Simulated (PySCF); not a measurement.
Rh²⁺ (rhodium, charge +2): UHF calculation

Configuration: [Kr] 4d6 5s1, high-spin 6D determinant (an excited configuration). Calculation: PySCF 2.14, in aug-cc-pVTZ-DK (9s8p6d3f2g, 102 functions); scalar relativity by spin-free X2C-1e.

```json
{"Total energy": "-4780.045004 hartree", "One-electron energy": "-6553.0207 hartree", "Hartree (Coulomb) energy": "1910.0185 hartree", "Exchange energy": "-137.0428 hartree", "⟨S²⟩": "8.7524", "⟨L²⟩": "6.027", "Sum of ⟨r⟩": "27.19 bohr", "Sum of ⟨r²⟩": "34.48 bohr²", "Traceless quadrupole moment −½Σ⟨3z² − r²⟩ along its main axis": "0.507 e·bohr²", "Langevin diamagnetic susceptibility": "-27.3 ×10⁻⁶ cm³/mol"}
```

```csv
shell,electrons,mean orbital energy (eV),spread (eV),"rms radius, mean of both spins (bohr)"
1s α,1,-23365.7,0,0.0374
1s β,1,-23365.6,0,0.0374
2s α,1,-3493.1,0,0.154
2s β,1,-3491.8,0,0.154
2p α,3,-3127.9,0.340,0.137
2p β,3,-3126.7,0.036,0.137
3s α,1,-681.67,0,0.415
3s β,1,-680.83,0,0.415
3p α,3,-558.20,0.679,0.418
3p β,3,-557.33,0.448,0.418
3d α,5,-360.99,0.802,0.403
3d β,5,-359.17,1.245,0.403
4s α,1,-130.80,0,1.04
4s β,1,-123.08,0,1.04
4p α,3,-93.492,1.662,1.15
4p β,3,-84.056,1.363,1.15
4d α,5,-38.288,1.956,1.50
4d β,1,-33.843,0,1.50
5s α,1,-24.760,0,2.79
```

Densities and radii are taken from the X2C orbitals without a picture-change correction, which distorts them close to the nucleus.

Spin-orbit constants ζ (cm⁻¹) from the X2C one-electron operator on these orbitals: bare nucleus, nucleus screened by l(l+1)(2l+1)/3 electrons, and screened by the Breit-Pauli mean field of the electrons.

```json
{"shell": "2p", "bare": "783400", "screened nucleus": "748600", "mean field": "n/a"}
{"shell": "3p", "bare": "136400", "screened nucleus": "130300", "mean field": "n/a"}
{"shell": "3d", "bare": "19810", "screened nucleus": "15400", "mean field": "n/a"}
{"shell": "4p", "bare": "20330", "screened nucleus": "19430", "mean field": "n/a"}
{"shell": "4d", "bare": "1887", "screened nucleus": "1468", "mean field": "n/a"}
```

To first order the Landé constant is A = -293.6 cm⁻¹, so the lowest level has J = 9/2 and lies 0.182 eV below the centre of the term. This holds in LS coupling only.
